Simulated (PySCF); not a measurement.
# Deuteron quadrupole couplings in `CC#C[Si@](N)(P)[SiH2]NC`

Compound: C4H13N2PSi2.
Cartesian coordinates in Å at the GFN2-xTB level; atoms count from 1:
```
atom  x, y, z in Å
C1    -4.3182    0.5627   -0.8598
C2    -2.9791    0.3777   -0.3451
C3    -1.8619    0.2054    0.0778
Si4   -0.1154    0.0264    0.7083
N5    -0.0216   -0.7459    2.2571
P6     0.6359    2.1095    1.2056
Si7    1.0967   -1.2345   -0.8081
N8     2.5436   -0.3917   -1.2006
C9     3.4507    0.1554   -0.2196
H10   -4.7547    1.4745   -0.4523
H11   -4.9448   -0.2846   -0.5819
H12   -4.2889    0.6400   -1.9466
H13   -0.3008   -1.7093    2.3421
H14   -0.2879   -0.2361    3.0849
H15   -0.6106    2.7049    1.1527
H16    0.9003    2.4304   -0.1124
H17    0.4632   -1.3996   -2.1201
H18    1.2938   -2.6027   -0.2790
H19    3.0343   -0.6739   -2.0363
H20    4.1590   -0.5887    0.1624
H21    2.8766    0.5413    0.6234
H22    4.0195    0.9809   -0.6534
```

Level: PBE0/pcSseg-1 (PySCF, non-relativistic); Q(2H) = 0.00286 b; rigid geometry, the same for H and D, with no vibrational averaging.

Task: Rank these positions by the coupling χzz of a deuteron there, largest first.
A. H16 (P–H hydrogen)
B. H13 (N–H hydrogen)
C. H17 (Si–H hydrogen)
D. H12 (methyl hydrogen)
E. H19 (N–H hydrogen)
F. H18 (Si–H hydrogen)

Result: B (290 kHz), E (282 kHz), D (207 kHz), A (146 kHz), C (109 kHz), F (101 kHz).

Task: What are Vzz, η and χzz (234.96 MHz × Q × Vzz) at all hydrogens?

Result: 
| atom | bonded to | bond length (Å) | Vzz (au) | η | χzz (kHz) |
| --- | --- | --- | --- | --- | --- |
| H10 | C1 | 1.090 | 0.3081 | 0.02 | 207 |
| H11 | C1 | 1.090 | 0.3085 | 0.02 | 207 |
| H12 | C1 | 1.090 | 0.3082 | 0.02 | 207 |
| H13 | N5 | 1.007 | 0.4308 | 0.17 | 290 |
| H14 | N5 | 1.008 | 0.4266 | 0.17 | 287 |
| H15 | P6 | 1.382 | 0.2163 | 0.07 | 145 |
| H16 | P6 | 1.382 | 0.2170 | 0.07 | 146 |
| H17 | Si7 | 1.466 | 0.1615 | 0.04 | 109 |
| H18 | Si7 | 1.480 | 0.1504 | 0.03 | 101 |
| H19 | N8 | 1.009 | 0.4197 | 0.18 | 282 |
| H20 | C9 | 1.096 | 0.2954 | 0.05 | 199 |
| H21 | C9 | 1.090 | 0.3023 | 0.08 | 203 |
| H22 | C9 | 1.092 | 0.3025 | 0.05 | 203 |

Task: Average by the element that carries the hydrogen.

Result: on C: 204 kHz over 6 positions, mean bond length 1.091 Å; on N: 286 kHz over 3 positions, mean bond length 1.008 Å; on P: 146 kHz over 2 positions, mean bond length 1.382 Å; on Si: 105 kHz over 2 positions, mean bond length 1.473 Å.

Isolated species at its GFN2-xTB geometry (one conformer only). GFN2-xTB frequencies show an imaginary mode (26i cm⁻¹), so this geometry is no minimum at that level. GFN2-xTB bond lengths can be off by several hundredths of an ångström, more for odd bonds, and the gradients follow them. A larger basis could move these couplings by a tenth or more.

These values come from a run that also computed NMR shieldings. The run took 2.3 min wall (grids of density and orbitals included) on one thread, Arm Neoverse N1 (aarch64), on a shared host, and the process peaked at 1.1 GiB of memory.
